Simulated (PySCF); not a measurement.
SMILES CN(C)[SiH2]C[SiH3] (GFN2-xTB optimised geometry):

```
19

Si     1.999     1.436     1.512
C      1.196     0.620     0.000
Si    -0.711     0.620     0.000
N     -1.468    -0.109    -1.366
C     -1.579    -1.537    -1.503
C     -1.566     0.570    -2.632
H      1.596     2.841     1.597
H      3.461     1.369     1.389
H      1.595     0.736     2.733
H      1.555     1.124    -0.899
H      1.555    -0.408    -0.073
H     -1.199     2.002     0.000
H     -1.200    -0.149     1.148
H     -1.555    -2.002    -0.521
H     -0.763    -1.956    -2.107
H     -2.525    -1.793    -1.990
H     -0.749     0.292    -3.311
H     -1.534     1.645    -2.474
H     -2.512     0.314    -3.120
```

Method: PBE0/def2-SVP (PySCF).

**Question.** What are the frontier orbital energies and the dipole moment?

**Answer.** HOMO-2 -9.14 eV, HOMO-1 -8.85 eV, HOMO -6.14 eV, LUMO 0.94 eV, LUMO+1 1.10 eV; dipole moment 1.46 D.

On the same geometry PBE/def2-SVP run with PySCF gives HOMO-2 -7.79 eV, HOMO-1 -7.51 eV, HOMO -4.82 eV, LUMO 0.09 eV, LUMO+1 0.27 eV; dipole moment 1.49 D.

Meta-Löwdin charges at PBE0/def2-SVP: Si1 0.48, C2 -0.67, Si3 0.72, N4 -0.42, C5 -0.19, C6 -0.19, H7 -0.10, H8 -0.10, H9 -0.10, H10 0.12, H11 0.12, H12 -0.12, H13 -0.12, H14 0.10, H15 0.08, H16 0.09, H17 0.08, H18 0.10, H19 0.09.
